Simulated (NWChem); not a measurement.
GeSiH6S; SMILES [SiH3][S][GeH3]

Q: Give the equilibrium geometry at PBE-D3(BJ)/def2-SVP (NWChem) as an XYZ file, with the point group.

A: point group Cs; any orientation.
```
9

Si     0.5028     2.0279    -0.0007
S     -1.0929     0.5720    -0.0251
Ge     0.1740    -1.2926    -0.0018
H     -0.1629     3.3732    -0.0124
H      1.3558     1.8937     1.2327
H      1.3947     1.8918    -1.2061
H      1.0891    -1.3244    -1.2531
H     -0.8313    -2.4663    -0.0225
H      1.0395    -1.3268     1.2842
```
